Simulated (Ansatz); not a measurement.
Process, species as SMILES: Br (HBr) → Br atom + H atom
B3LYP-D3(BJ)/def2-TZVP geometries, fixed; electronic energies without zero-point terms.

Basis-set convergence of the bond dissociation energy at CCSD(T) with Ansatz (a first-principles code). All functions are spherical. Cores are frozen (with 3d on Ga to Br). Open shells are unrestricted. No added dispersion term, no relativity. Functions are those of the species that has most. Reference: Hartree-Fock in aug-cc-pV5Z plus the correlation part extrapolated as X^-3 from aug-cc-pVQZ and aug-cc-pV5Z, 93.53 kcal/mol, itself unsure by roughly 0.11 kcal/mol (a third of the extrapolation step and of the last Hartree-Fock step). Deviations are taken from unrounded values.

```
basis        functions  bond dissociation energy (kcal/mol)
-----------  ---------  -----------------------------------
cc-pVDZ             32                                86.61
aug-cc-pVDZ         45                                88.95
pcseg-1             32                                85.85
aug-pcseg-1         45                                87.76
def2-SVP            37                                87.16
def2-SVPD           49                                89.21
def2-TZVP           54                                88.67
def2-TZVPD          66                                89.42
cc-pVTZ             57                                90.89
aug-cc-pVTZ         82                                91.85
pcseg-2             57                                90.53
aug-pcseg-2         82                                91.15
def2-TZVPP          62                                91.22
def2-TZVPPD         74                                91.65
cc-pVQZ             98                                92.58
aug-cc-pVQZ        139                                92.90
pcseg-3            101                                92.42
aug-pcseg-3        142                                92.50
def2-QZVPP         119                                92.58
def2-QZVPPD        131                                92.71
cc-pV5Z            159                                93.02
aug-cc-pV5Z        220                                93.21
```

What the diffuse functions change, pair by pair:
- cc-pVDZ to aug-cc-pVDZ: 13 more functions, deviation -6.92 to -4.59 kcal/mol
- pcseg-1 to aug-pcseg-1: 13 more functions, deviation -7.68 to -5.77 kcal/mol
- def2-SVP to def2-SVPD: 12 more functions, deviation -6.37 to -4.33 kcal/mol
- def2-TZVP to def2-TZVPD: 12 more functions, deviation -4.86 to -4.11 kcal/mol
- cc-pVTZ to aug-cc-pVTZ: 25 more functions, deviation -2.65 to -1.68 kcal/mol
- pcseg-2 to aug-pcseg-2: 25 more functions, deviation -3.00 to -2.38 kcal/mol
- def2-TZVPP to def2-TZVPPD: 12 more functions, deviation -2.31 to -1.88 kcal/mol
- cc-pVQZ to aug-cc-pVQZ: 41 more functions, deviation -0.96 to -0.63 kcal/mol
- pcseg-3 to aug-pcseg-3: 41 more functions, deviation -1.11 to -1.04 kcal/mol
- def2-QZVPP to def2-QZVPPD: 12 more functions, deviation -0.95 to -0.83 kcal/mol
- cc-pV5Z to aug-cc-pV5Z: 61 more functions, deviation -0.51 to -0.32 kcal/mol

Leaving out the reference's own pair, they bring the value nearer the reference by more than 0.11 kcal/mol in 9 of 10 pairs.
